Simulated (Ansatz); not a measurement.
`B[SeH]` + `[SiH3]N[SiH3]` → `[SiH3]N[SiH2][SeH]` + BH₃  (formal exchange of groups at the Se–B bond)

Calculated with Ansatz (gas phase, PBE0-D4/def2-TZVP geometries, no zero-point term in ΔE). CCSD(T)/CBS adds triple-zeta CCSD(T) − MP2 to the extrapolated MP2 energy (def2 sets, frozen cores). This one scheme is used for every species. Functionals use def2-TZVPP. For Se outer-core shells are correlated without core-valence functions, which leaves a few kJ/mol of doubt a bond. Scalar relativity is left out up to krypton. One conformer a species, not always the lowest.

```json
{"level": "r2SCAN-D4", "ΔE (kJ/mol)": "31.5"}
{"level": "ωB97M-V", "ΔE (kJ/mol)": "25.7"}
{"level": "B2PLYP", "ΔE (kJ/mol)": "31.5"}
{"level": "PBE", "ΔE (kJ/mol)": "39.7"}
{"level": "PBE0", "ΔE (kJ/mol)": "33.8"}
{"level": "HF/def2-TZVPP", "ΔE (kJ/mol)": "19.6"}
{"level": "HF/def2-QZVPP", "ΔE (kJ/mol)": "19.1"}
{"level": "MP2/CBS(def2)", "ΔE (kJ/mol)": "22.3"}
```

What does CCSD(T)/CBS give? (Best estimate.)

Ansatz gave: +26.6 kJ/mol. The listed levels differ from it by 4.9, -0.9, 4.9, 13.1, 7.2, -7.0, -7.5, -4.3 kJ/mol.

Largest T1 diagnostic among the species: 0.013.

In def2-TZVPP, CCSD(T) changes the Hartree–Fock value by +11.6 kJ/mol (the triples alone add +1.8 kJ/mol) and MP2 by +7.2 kJ/mol. The D4 term adds −8.2 kJ/mol with B3LYP and −4.8 kJ/mol with PBE0; it sums over pairs of atoms, weighted by their polarisabilities, and B3LYP, whose exchange is more repulsive, gets the larger term. From PBE to PBE0 (25 % exact exchange), in def2-TZVPP and without D4, ΔE moves by −6.0 kJ/mol.

B3LYP here is the variant with VWN-RPA as its local correlation; programs differ in this.
